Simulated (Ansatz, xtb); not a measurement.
## C6H8FN: which of two isomers lies lower

Structure I: `CC(C)=C(F)CC#N`, a singlet. Structure II: `[H]/N=C1\CC=C(F)CC1`, a singlet. Both are isolated molecules in the gas phase, relaxed with r2SCAN-D4/def2-SVP; the shapes shown needn't be the lowest conformers.

I (Å):

```xyz
16

C    -2.9248    1.4349   -0.8447
C    -1.6615    0.6262   -0.7880
C    -0.8396    0.6047   -2.0428
C    -1.3247   -0.0339    0.3319
C    -0.1151   -0.8735    0.6205
C    -0.4482   -2.2776    0.8659
F    -2.1320    0.0118    1.4161
N    -0.7152   -3.3929    1.0536
H    -3.4696    1.4213    0.1071
H    -3.5922    1.0485   -1.6346
H    -2.7000    2.4831   -1.1076
H    -1.4388    0.2105   -2.8817
H     0.0713   -0.0044   -1.9726
H    -0.5421    1.6293   -2.3262
H     0.6102   -0.8198   -0.2037
H     0.3893   -0.4808    1.5225
```

II (Å):

```xyz
16

C    -0.5241    1.6343    0.1513
C    -0.2387    0.4517    1.0597
C    -1.0982   -0.7439    0.7532
C    -2.0881   -0.6897   -0.1451
C    -2.5040    0.5208   -0.9110
C    -1.9736    1.7908   -0.2338
F    -2.8085   -1.7895   -0.4332
N     0.3385    2.4689   -0.2795
H     1.2729    2.2171    0.0705
H     0.8323    0.1883    0.9887
H    -0.3949    0.7730    2.1104
H    -0.8973   -1.6930    1.2602
H    -3.6051    0.5360   -0.9783
H    -2.1332    0.4473   -1.9506
H    -2.0769    2.6730   -0.8806
H    -2.5584    1.9672    0.6883
```

Q: Estimate E(II) − E(I) at the level CCSD(T)/def2-SVP + ΔMP2/def2-TZVPP.

A: Calculated at CCSD(T)/def2-SVP + ΔMP2/def2-TZVPP: E(II) − E(I) = −2.8 kcal/mol, so structure II lies lower.

The same difference at several levels:

```json
{"level": "r2SCAN-D4/def2-SVP", "geometry": "r2SCAN-D4/def2-SVP", "E(II) − E(I) (kcal/mol)": "−8.2", "departure from the last row (kcal/mol)": "−5.4", "job, with rough time for the two": "optimisation, 1.7 min"}
{"level": "HF/def2-SVP", "geometry": "r2SCAN-D4/def2-SVP", "E(II) − E(I) (kcal/mol)": "−0.8", "departure from the last row (kcal/mol)": "+1.9", "job, with rough time for the two": "part of the CCSD(T) run"}
{"level": "MP2/def2-SVP", "geometry": "r2SCAN-D4/def2-SVP", "E(II) − E(I) (kcal/mol)": "+0.4", "departure from the last row (kcal/mol)": "+3.1", "job, with rough time for the two": "part of the CCSD(T) run"}
{"level": "CCSD(T)/def2-SVP", "geometry": "r2SCAN-D4/def2-SVP", "E(II) − E(I) (kcal/mol)": "−1.4", "departure from the last row (kcal/mol)": "+1.4", "job, with rough time for the two": "single point"}
{"level": "CCSD(T)/def2-SVP + ΔMP2/def2-TZVPP", "geometry": "r2SCAN-D4/def2-SVP", "E(II) − E(I) (kcal/mol)": "−2.8", "departure from the last row (kcal/mol)": "", "job, with rough time for the two": "single point, 2.1 min"}
```

As drawn, II has 1 N–H, 1 C=N, 1 C–C in place of 1 C≡N, 1 C–H. Structure I has no ring, II a 6-membered ring.

MP2/def2-SVP finds them nearly level. The largest departure from CCSD(T)/def2-SVP + ΔMP2/def2-TZVPP is that of r2SCAN-D4/def2-SVP, 5.4 kcal/mol. A small imaginary or near-zero mode remains, so no thermal terms are given. Levels run at GFN2-xTB geometries aren't shown. The last row adds to CCSD(T) the change of the MP2 difference between the two basis sets, here −1.4 kcal/mol.

The correlated steps freeze 8 core orbitals. Codes used: Ansatz 0.2.0, xtb 6.7.1; the last row on 4 threads of Arm Neoverse V1 on a shared host.
